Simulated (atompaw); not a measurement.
**scandium (Sc): PAW (atompaw) pseudisation with LDA (PW92), scalar-relativistic reference atom.**

atompaw 4.2.0.5 was run on this input:

```
Sc 21
LDA-PW scalarrelativistic loggrid 1500 logderivrange -3 5 201
4 4 3 0 0 0
4 0 1
4 1 0
3 2 1
0 0 0
c
c
c
v
c
c
v
v
2
2.95 2.70 2.80 2.40
y
0.15
n
y
1.55
n
y
0.45
n
custom rrkj gramschmidtortho besselshape
3 0 ultrasoft
2.95
2.95
2.65
2.65
2.95
2.95
PWSCFOUT
UPFDX 0.0125d0 UPFXMIN -7.d0 UPFZMESH 21.d0
END
```

Command:

```bash
atompaw < Sc.input > Sc.log
```

Resulting log (summary file):

```
Completed calculations for Sc (AE)

 Exchange-correlation type: LDA, Perdew-Wang correlation

 Radial integration grid is logarithmic
 r0 =   3.8866614E-04 h =   8.1619889E-03   n =      1500 rmax =   8.0000000E+01

 Scalar relativistic calculation

 AEatom converged in  26 iterations
   nz     =  21.00
   delta  =       1.970644459339E-16

 All Electron Orbital energies:
  n  l      occupancy      energy
  1  0      2.0000000E+00 -3.2283159E+02
  2  0      2.0000000E+00 -3.5282550E+01
  3  0      2.0000000E+00 -4.5418464E+00
  4  0      1.0000000E+00 -7.3154740E-01
  2  1      6.0000000E+00 -2.9041051E+01
  3  1      6.0000000E+00 -2.9869054E+00
  4  1      0.0000000E+00 -4.7562684E-01
  3  2      1.0000000E+00 -7.5183864E-01

 Total energy
   Total                    :    -1524.12074853387389

 ---
 Completed calculations for Sc (SC)

 Exchange-correlation type: LDA, Perdew-Wang correlation

 Radial integration grid is logarithmic
 r0 =   3.8866614E-04 h =   8.1619889E-03   n =      1500 rmax =   8.0000000E+01

 Scalar relativistic calculation

 SCatom converged in   1 iterations
   nz     =  21.00
   delta  =       6.453803525307E-17

 Valence Electron Orbital energies:
  n  l      occupancy      energy
   4  0      1.0000000E+00 -7.3154740E-01
   4  1      0.0000000E+00 -4.7562684E-01
   3  2      1.0000000E+00 -7.5183864E-01

 Total energy
   Total                    :    -1524.12074853291188
   Valence                  :      -74.98120920681326

 PAW parameters:
       lmax =            2
         rc =    2.9578320685992390
        irc =         1096
   rc_shape =    2.7038112982262934
    rc_vloc =    2.8164523532986756
    rc_core =    2.4118090862789989
   Vloc: Non norm-conserving form with l= 3;e=   0.0000E+00
   Projector type: RRKJ pseudization + Gram-Schmidt ortho.
   Bessel compensation charge shape zeroed at   2.7038E+00

 Number of basis functions     6
 No.   n  nodes  l      Energy         Cp coeff         Occ
  1    4    3    0   -0.7315474E+00  0.1000000E+01  0.1000000E+01
  2  999    4    0    0.1500000E+00  0.1859976E-01  0.0000000E+00
  3    4    2    1   -0.4756268E+00  0.1000000E+01  0.0000000E+00
  4  999    3    1    0.1550000E+01  0.1008540E+00  0.0000000E+00
  5    3    0    2   -0.7518386E+00  0.1000000E+01  0.1000000E+01
  6  999    1    2    0.4500000E+00  0.1519277E+00  0.0000000E+00

 Eigenvalues of overlap operator (in the basis of projectors):
    1        2.52912483E-02
    2        1.33696075E-01
    3        1.06966168E+00
    4        1.76085311E+00
    5        1.33463906E+01
    6        4.27027556E+01

 Orbital leakage outside PAW augmentation regions
   orb  is_core?  %out_of_sphere
   1 0    T           0.00
   2 0    T           0.00
   3 0    T           0.09
   4 0    F          59.46
   2 1    T           0.00
   3 1    T           0.39
   4 1    F          78.15
   3 2    F          10.11

 Summary of PAW energies
   Total valence energy     :    -74.98121116431564
   Smooth energy            :      2.53223490750002
   One center               :    -77.51344607181566
   Smooth kinetic           :      1.11029158737345
   Vloc energy              :     -0.07030385080626
   Smooth exch-corr         :     -1.61298767290380
   One-center xc            :    -72.24963567533941
```

The run took about 1.7 s on one core of a shared server CPU.
